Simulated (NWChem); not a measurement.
**Atomisation of H5Si2**

```xyz
7

Si    -0.1303    -1.2092     0.0000
Si     0.0537     1.1242     0.0000
H      0.4203    -1.8769     1.2344
H      0.4203    -1.8769    -1.2344
H     -0.6275     1.6730    -1.2247
H     -0.6275     1.6730     1.2247
H      1.4869     1.5980     0.0000
```
Charge 0, spin multiplicity 2.

All runs are NWChem calculations. The geometry was optimised at UPBE/def2-SVP, a minimum by its harmonic frequencies.

Basis set: def2-TZVP. The atomisation energy is electronic alone: no zero-point, thermal, spin-orbit or counterpoise terms. No value is extrapolated to the basis-set limit. Free atoms are single determinants with multiplicities Si 3, H 2.

B3LYP has NWChem's definition, with VWN1-RPA local correlation. The structure started from a generated list of species. The unpaired electrons of the parent sit in orbitals of symmetry a' (Cs labels of the run); other states weren't searched. No SCF solution was tested for a lower state.

Q: One of these methods gave an atomisation energy of 432.4 kcal/mol. Which?
(A) BP86
(B) BLYP
(C) PBE
(D) B3LYP

A: C, PBE. The others give 438.1 (B3LYP), 446.5 (BP86), 430.2 (BLYP).
